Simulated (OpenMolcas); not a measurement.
**Co5+: Racah parameters, the spin-orbit constant, worked from levels**

| Property | Result |
| --- | --- |
| Program | OpenMolcas 26.06 |
| Basis | ANO-RCC-VQZP [7s6p4d3f2g1h] |
| Scalar Hamiltonian | DKH2, point nucleus |
| Active space | 10 electrons in 8 orbitals (RAS1 3p, at most 2 holes; RAS2 3d) |
| State averaging | 2S+1 = 5 even, 5 roots; 2S+1 = 3 even, 45 roots; 2S+1 = 1 even, 44 roots |
| Spin-orbit coupling | RASSI with atomic mean-field integrals over the reference wave functions, term energies averaged over their components |

Methods: RASSCF; MS-RASPT2, IPEA 0.25 Eh, imaginary shift 0.1 Eh (closed shells correlated: 3s). Measured levels: Sugar and Corliss, J. Phys. Chem. Ref. Data 10, 1097 (1981).

**Racah parameters.** Above 5D, d4 has 3G at 9B + 4C, 3H at 4B + 4C and 3D at 16B + 4C. The first two fix B and C, and the third tests them; where it misses by thousands of cm-1, two parameters do not describe the configuration (Trees and configuration-interaction terms are left out) and B and C hang on the terms chosen. Term energies are centres of gravity, weighted by 2J + 1.

| Source | 3G | 3H | B | C | C/B | 3D from B, C | 3D found |
| --- | --- | --- | --- | --- | --- | --- | --- |
| RASSCF | 38200 | 31808 | 1278 | 6674 | 5.22 | 47144 | 46628 |
| MS-RASPT2 | 34217 | 28070 | 1229 | 5788 | 4.71 | 42816 | 42084 |
| measured | 33415 | 27759 | 1131 | 5809 | 5.14 | 41332 | 40722 |

Energies in cm-1. From RASSCF to MS-RASPT2, B changes by -3.8 % and C by -13.3 %. Against the measured terms, MS-RASPT2 has B off by +8.7 % and C by -0.4 %.

**The spin-orbit constant.** For the Hund term 5D of d4, E(J) = (A/2) J(J+1) + constant and ζ = 2S·A = 4A. From J = 0 to J = 4 the energy changes by 10 A.

| Source | E(4) - E(0) | A | ζ |
| --- | --- | --- | --- |
| RASSCF | 1935.0 | 193.5 | 774 |
| MS-RASPT2 | 1931.0 | 193.1 | 772 |
| measured | 1781.6 | 178.2 | 713 |

All in cm-1. MS-RASPT2 is off by +8.4 % and RASSCF by +8.6 %. Both methods take the spin-orbit matrix elements from the reference wave functions, so the second can move ζ only through the term energies and any multistate remixing. Second-order mixing with other terms is absorbed into this ζ.

CASPT2 does not keep the components of a term degenerate, so their means are used; among the terms shown or strongly mixed into the levels shown the widest spread is 470 cm-1 (3d4 3H, MS-RASPT2). Active for correlation alone: 3p; no level in the range computed is led by a configuration that opens it, so any true level of that kind is missing. Without dynamic correlation excited terms often stand tens of per cent too high (terms of higher spin than the ground term too low), and those without a measured partner can miss by more than the paired ones (holds for RASSCF). Measured partners are found by configuration, term and J. A level has none where our copy of the source lacks it or the pairing is in doubt (some pairs that miss far off the trend of their configuration count as doubtful), and it then counts in no deviation. Only configurations of the active space appear.
